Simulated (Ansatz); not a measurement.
Worked example: the step energy

An elementary step of SiNH3F2, singlet (SiNH₃F₂ ([NH2][SiH]([F])[F]) → SiF₂ + NH₃ (still joined by a long Si–N bond); Si–N, Si–H broken or loosened, N–H formed or tightened). “Start” and “end” are the PBE0-D4/def2-TZVP structures reached by relaxing down either side of its saddle point, with the molecules still in contact.

Ansatz 0.2.0; basis: def2-TZVPP and def2-QZVPP; cores frozen in the correlated methods.

Energies in eV:

| quantity | end | start |
| --- | --- | --- |
| Hartree–Fock, triple zeta (X = 3) | -14809.92023 | -14811.71470 |
| Hartree–Fock, quadruple zeta (X = 4) | -14810.52169 | -14812.32646 |
| MP2 correlation, X = 3 | -22.78246 | -22.61881 |
| MP2 correlation, X = 4 | -24.81296 | -24.65158 |
| CCSD(T) correlation, X = 3 | -24.04277 | -23.75760 |

(1) Work out the step energy at the basis limit: extrapolate Hartree–Fock as E(X) = E∞ + A exp(−7.88 √X) and the MP2 correlation as E(X) = E∞ + B X^−2.97 (the exponents that Neese and Valeev fitted for def2-TZVPP and QZVPP), then add CCSD(T) − MP2 in triple zeta.

No T1 diagnostic of these runs exceeds 0.015. The restricted Hartree–Fock reference is unstable towards an unrestricted one at one or more of these structures.

Answers

(1) Each step is linear, so take the differences first (end − start): Hartree–Fock 1.79447 (X = 3) and 1.80477 (X = 4); MP2 correlation -0.16365 and -0.16138; CCSD(T) correlation -0.28517.
Two points give E∞ = E(4) + w [E(4) − E(3)], with w = 1/(exp(7.88 (2 − √3)) − 1) = 0.1377 for Hartree–Fock and w = 1/((4/3)^2.97 − 1) = 0.7407 for the correlation.
Hartree–Fock: 1.80477 + 0.1377 × 0.01030 = 1.8062 eV.
MP2 correlation: -0.16138 + 0.7407 × 0.00227 = -0.1597 eV.
CCSD(T) − MP2: -0.28517 − (-0.16365) = -0.1215 eV.
Sum: 1.8062 + (-0.1597) + (-0.1215) = 1.5250 eV, or 35.17 kcal/mol. Plain CCSD(T) in triple zeta gives 1.5093 eV, so the larger basis shifts the result by 0.0157 eV.

Losses and insertions of silylenes and their heavier kin drive the gas-phase chemistry of silicon and germanium vapour deposition.

Labels in which every atom is bracketed show which atoms are joined, not bond orders.

For scale, one of the runs: CCSD(T)/def2-TZVPP, 177 basis functions, launched by `ansatz run in.yaml --threads 2 --pin off --events-out ev --progress --plain --max-ram 4352MiB`. The run took 54 s on 2 CPU threads of an Arm Neoverse V2 (shared host), with 1.7 GiB of host memory at its peak.
